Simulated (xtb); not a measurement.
OSn, charge -1, doublet, geometry from GFN2-xTB (such geometries of metal compounds can be far from the true shape) (a state made from the parent by changing its charge; the spin is typed, not shown lowest). Base run: GFN2-xTB (xtb).

Here is a job for xtb.
```
$ xtb mol.xyz --gfn 2 --chrg -1 --uhf 1 --json

# file mol.xyz
2

Sn    -0.00000000    -0.00000000    -0.26680008
O      0.00000000     0.00000000     1.66750052
```

The base run was repeated with changes; each row names its change, and settings that it needs were set with it.

```csv
change,ΔE vs base (kJ/mol),G_solv (kcal/mol),SCF cycles
base,0.00,-,14
gbsa = toluene,-259.8,-64.08,14
etemp = 10000,-157.7,-,9
alpb = hexane,-183.2,-44.90,14
file = coord,0.00,-,14
```

ALPB and GBSA are two models with their own fitted parameters for each solvent, which aren't always the measured dielectric constant.
